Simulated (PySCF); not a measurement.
Ionisation energy of Sc²⁺ by level of theory

Sc²⁺ [Ar] 3d1 [3d3/2^1, M_J = 3/2] → Sc³⁺ [Ar], as a difference of total energies. Computed with PySCF 2.14 in x2c-QZVPPall-2c (11s9p5d3f2g, 102 functions), with the two-component X2C-1e Hamiltonian. Correlated levels: [Ne] frozen; the 8 highest virtual spinors dropped. "Screened" scales the spin-orbit matrix elements by Boettger's factors to mimic the two-electron term; Breit and QED terms are absent.

```tsv
method	ionisation energy (eV)
GHF (spin-free)	23.821
GMP2 (spin-free)	24.371
GHF (screened spin-orbit)	23.834
GMP2 (screened spin-orbit)	24.388
```

Q: How much does correlation contribute at GMP2 (screened spin-orbit)?

A: 24.388 − (23.834) = 0.554 eV, measured against GHF (screened spin-orbit).

Errors of the correlated levels include the incompleteness of this basis and the frozen core.

The determinant of Sc²⁺ mixes levels of different J (the jj label is only the starting occupation), so the difference between spin-free and spin-orbit rows is not the physical spin-orbit shift.

For comparison: 24.757 eV (measured; NIST Atomic Spectra Database, ionization energies).
